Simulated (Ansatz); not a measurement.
Reaction (formal exchange of groups at a B–C bond): `CC(=N)BO` + stibine → `O[BH][SbH2]` + `CC=N`

Isolated molecules relaxed with PBE0-D4/def2-TZVP in Ansatz; ΔE leaves out vibrations. CCSD(T)/CBS adds triple-zeta CCSD(T) − MP2 to the extrapolated MP2 energy (def2 sets, frozen cores). def2 core potentials past Kr. For Sb outer-core shells are correlated without core-valence functions, which leaves a few kJ/mol of doubt a bond. One conformer a species, not always the lowest.

```
      species  CCSD(T)/CBS(def2) energy (Eh)
   `CC(=N)BO`                     -234.41750
     `[SbH3]`                     -241.78682
`O[BH][SbH2]`                     -342.41037
       `CC=N`                     -133.79309
```

Q: Work out ΔE.

A: ΔE = (-342.41037) + (-133.79309) − (-234.41750) − (-241.78682) = 0.00086 Eh = +0.02 eV.

Largest T1 diagnostic among the species: 0.015.

In def2-TZVPP, CCSD(T) changes the Hartree–Fock value by −0.04 eV (the triples alone add −0.01 eV) and MP2 by −0.08 eV.
